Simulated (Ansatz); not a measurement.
How methods differ on [SnH3]− (SMILES [H][Sn-]([H])[H])

The species is [SnH3]− (4 atoms), meant as a singlet with charge -1. SMILES: `[H][Sn-]([H])[H]`. Geometry: a GFN2-xTB relaxation, a rough one for these elements and not checked as a minimum.

```xyz
4

Sn   -0.0064    0.0057    0.7917
H     1.6378   -0.0336   -0.2516
H    -0.7869    1.4325   -0.2804
H    -0.8445   -1.4046   -0.2596
```

Quantity: the energy change with the Sn1–H4 bond stretched from 1.949 to 4.871 Å, in eV. The values are calculated.

```
                        level                    kind  program  value (eV)  less FCI/STO-3G
       HF/STO-3G (restricted)            Hartree–Fock   Ansatz        6.98            +2.81
   revPBE/STO-3G (restricted)                     GGA   Ansatz        4.63            +0.46
    B3LYP/STO-3G (restricted)           global hybrid   Ansatz        5.21            +1.04
     PBE0/STO-3G (restricted)           global hybrid   Ansatz        5.48            +1.31
CAM-B3LYP/STO-3G (restricted)  range-separated hybrid   Ansatz        6.02            +1.85
   B2PLYP/STO-3G (restricted)           double hybrid   Ansatz        4.45            +0.28
  RPA@PBE/STO-3G (restricted)                     RPA   Ansatz        3.33            -0.84
 CCSDT(Q)/STO-3G (restricted)   coupled cluster or CI   Ansatz        4.34            +0.17
                   FCI/STO-3G      exact in the basis   Ansatz        4.17             0.00
```

FCI/STO-3G is exact within its basis and frozen core, so for wave-function methods in that basis the difference is their error; functionals converge differently with the basis, so for them it is only a difference. Spin-restricted single references rise too steeply as a bond breaks, Hartree–Fock most of all. All-electron rows without a relativistic Hamiltonian named are non-relativistic. Sets without diffuse functions describe the anion poorly. The first shape isn't each level's own minimum. The values span 3.33 to 6.98 eV. All rows use very small basis sets, so even the best lies far from the true value. In the correlated wave-function rows the outer d shell of Sn is correlated, in sets not made for it.
